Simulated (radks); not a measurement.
The carbon ion C+ inside a hard spherical wall (all orbitals vanish at R), configuration held at [He] 2s2 2p1 and not refilled when levels cross. All-electron calculation, non-relativistic Kohn-Sham, r2SCAN, spin-polarised, spherical densities, point nucleus; open shells are filled with parallel spins first; meta-GGA in the generalised Kohn-Sham scheme. Program: a radial shooting solver on a logarithmic mesh with Libxc functionals. Eigenvalues in eV for spin up, with the zero of energy where the potential of the charges vanishes at infinity; a dash marks a level that is unbound or too diffuse for the functional's potential to be trusted. A positive occupied level is held by the wall or, in an anion where self-interaction has pushed it up, behind a barrier. The pressure on the wall is -dE/dV.

| R (bohr) | E (hartree) | kinetic (hartree) | e(1s) | e(2s) | e(2p) | e(3s, empty) | e(3p, empty) | pressure (GPa) |
|---|---|---|---|---|---|---|---|---|
| free | -37.38111 | 37.275 | -292.47 | -27.389 | -17.767 | - | - | 0 |
| 15 | -37.38111 | 37.275 | -292.47 | -27.389 | -17.767 | - | - | < 0.0001 |
| 10 | -37.38111 | 37.275 | -292.47 | -27.389 | -17.767 | -4.026 | -2.446 | < 0.0001 |
| 8 | -37.38110 | 37.275 | -292.47 | -27.389 | -17.767 | -3.516 | -1.588 | 0.000352 |
| 7 | -37.38107 | 37.276 | -292.47 | -27.386 | -17.764 | -2.811 | -0.577 | 0.00396 |
| 6 | -37.38078 | 37.279 | -292.44 | -27.371 | -17.744 | -1.303 | 1.365 | 0.0462 |
| 3.5 | -37.31292 | 37.704 | -289.93 | -25.746 | -15.771 | 19.905 | 22.634 | 27.4 |
| 3 | -37.18766 | 38.285 | -287.04 | -23.513 | -13.293 | 36.541 | 37.413 | 105 |
| 2.5 | -36.83145 | 39.607 | -281.42 | -18.136 | -7.828 | 68.691 | 64.563 | 433 |
